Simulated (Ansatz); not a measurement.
`[SH][GaH2]` and `[SH][InH2]` differ in one element.

Ansatz, PBE0-D4/def2-TZVP geometries, multiplicity 1. 

Elements past krypton have def2 core potentials. Outer-core shells of Ga, In are correlated without core-valence functions. Scalar relativity is left out up to krypton. Spin–orbit coupling is left out.

| property | `[SH][GaH2]` |
| --- | --- |
| HOMO energy (ωB97M-V/def2-TZVPP) / eV | -9.90 |
| HOMO energy (PBE0/def2-TZVPP) / eV | -7.73 |
| size of the dipole moment (ωB97M-V/def2-TZVPP) / D | 1.16 |
| LUMO energy (ωB97M-V/def2-TZVPP) / eV | 0.20 |
| HOMO energy (B3LYP/def2-TZVPP) / eV | -7.49 |
| vertical ionisation energy (CCSD(T)/def2-TZVPP) / eV | 10.02 |

**Question.** What does the change do to each property? (Estimate.)

**Answer.** The calculation gave: 
```csv
property,`[SH][InH2]`,shift
HOMO energy (ωB97M-V/def2-TZVPP) / eV,-9.59,0.31
HOMO energy (PBE0/def2-TZVPP) / eV,-7.42,0.31
size of the dipole moment (ωB97M-V/def2-TZVPP) / D,1.65,0.49
LUMO energy (ωB97M-V/def2-TZVPP) / eV,-0.19,-0.39
HOMO energy (B3LYP/def2-TZVPP) / eV,-7.19,0.30
vertical ionisation energy (CCSD(T)/def2-TZVPP) / eV,9.60,-0.42
```

With PBE0 the HOMO rises by 0.31 eV and the LUMO falls by 0.18 eV, so the gap narrows by about 0.49 eV. PBE moves the HOMO by 0.30 eV and ωB97M-V by 0.31 eV. Dipoles are sizes alone; their direction can turn.

B3LYP here is the variant with VWN-RPA as its local correlation; programs differ in this.
